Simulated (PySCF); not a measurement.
The complex [FeBr4]- (charge -1) contains Fe(III), shell d5. The structure is a PBE0-D3(BJ)/def2-SVP geometry optimised for multiplicity 6; coordination tetrahedral, point group Td, metal–donor distances 2.36 Å.

Method (PySCF 2.14, density fitting): CASSCF(5,5) with orbitals averaged over all microstates of the shell, strongly contracted NEVPT2 on the averaged canonical orbitals; basis x2c-TZVPall on the metal, x2c-SVPall elsewhere; spin-free X2C; IEF-PCM dichloromethane; spin-orbit coupling by state interaction with the mean-field operator over all roots.

CASSCF energies above the lowest CASSCF root:

```json
{"state": "6A1", "CASSCF / cm⁻¹": "0"}
{"state": "4T1", "CASSCF / cm⁻¹": "28124"}
{"state": "4T2", "CASSCF / cm⁻¹": "29406"}
{"state": "4E", "CASSCF / cm⁻¹": "30460"}
{"state": "4A1", "CASSCF / cm⁻¹": "30536"}
{"state": "4T2", "CASSCF / cm⁻¹": "36473"}
{"state": "4T1", "CASSCF / cm⁻¹": "37614"}
{"state": "4E", "CASSCF / cm⁻¹": "38424"}
{"state": "2T2", "CASSCF / cm⁻¹": "40062"}
{"state": "2A2", "CASSCF / cm⁻¹": "40830"}
{"state": "2T1", "CASSCF / cm⁻¹": "41825"}
{"state": "2T2", "CASSCF / cm⁻¹": "41950"}
{"state": "2E", "CASSCF / cm⁻¹": "42383"}
{"state": "2A1", "CASSCF / cm⁻¹": "43497"}
{"state": "2T2", "CASSCF / cm⁻¹": "46397"}
{"state": "2E", "CASSCF / cm⁻¹": "47437"}
{"state": "2T1", "CASSCF / cm⁻¹": "49405"}
{"state": "4T1", "CASSCF / cm⁻¹": "50072"}
{"state": "2T2", "CASSCF / cm⁻¹": "51238"}
{"state": "2T1", "CASSCF / cm⁻¹": "52728"}
{"state": "4A2", "CASSCF / cm⁻¹": "53301"}
{"state": "2A1", "CASSCF / cm⁻¹": "54319"}
```

**Question.** How does dynamic correlation (SC-NEVPT2) move these states?

**Answer.** 
```json
{"state": "6A1", "NEVPT2 / cm⁻¹": "0", "shift / cm⁻¹": "0"}
{"state": "4T1", "NEVPT2 / cm⁻¹": "21823", "shift / cm⁻¹": "-6301"}
{"state": "4T2", "NEVPT2 / cm⁻¹": "25962", "shift / cm⁻¹": "-3444"}
{"state": "4E", "NEVPT2 / cm⁻¹": "27782", "shift / cm⁻¹": "-2678"}
{"state": "4A1", "NEVPT2 / cm⁻¹": "28123", "shift / cm⁻¹": "-2413"}
{"state": "4T2", "NEVPT2 / cm⁻¹": "30204", "shift / cm⁻¹": "-6269"}
{"state": "4T1", "NEVPT2 / cm⁻¹": "35763", "shift / cm⁻¹": "-1852"}
{"state": "4E", "NEVPT2 / cm⁻¹": "33770", "shift / cm⁻¹": "-4654"}
{"state": "2T2", "NEVPT2 / cm⁻¹": "30309", "shift / cm⁻¹": "-9753"}
{"state": "2A2", "NEVPT2 / cm⁻¹": "34646", "shift / cm⁻¹": "-6184"}
{"state": "2T1", "NEVPT2 / cm⁻¹": "36158", "shift / cm⁻¹": "-5667"}
{"state": "2T2", "NEVPT2 / cm⁻¹": "37120", "shift / cm⁻¹": "-4830"}
{"state": "2E", "NEVPT2 / cm⁻¹": "38319", "shift / cm⁻¹": "-4064"}
{"state": "2A1", "NEVPT2 / cm⁻¹": "40828", "shift / cm⁻¹": "-2669"}
{"state": "2T2", "NEVPT2 / cm⁻¹": "39911", "shift / cm⁻¹": "-6486"}
{"state": "2E", "NEVPT2 / cm⁻¹": "39957", "shift / cm⁻¹": "-7481"}
{"state": "2T1", "NEVPT2 / cm⁻¹": "42192", "shift / cm⁻¹": "-7212"}
{"state": "4T1", "NEVPT2 / cm⁻¹": "43200", "shift / cm⁻¹": "-6872"}
{"state": "2T2", "NEVPT2 / cm⁻¹": "45314", "shift / cm⁻¹": "-5924"}
{"state": "2T1", "NEVPT2 / cm⁻¹": "47134", "shift / cm⁻¹": "-5594"}
{"state": "4A2", "NEVPT2 / cm⁻¹": "46368", "shift / cm⁻¹": "-6933"}
{"state": "2A1", "NEVPT2 / cm⁻¹": "47211", "shift / cm⁻¹": "-7108"}
```

Charge-transfer states lie outside this active space and may come lower than some of these levels. NEVPT2 on the d shell alone tends to put d–d bands too high for such charged or covalently bound ions. Gaps between spin states lean to high spin in this active space.
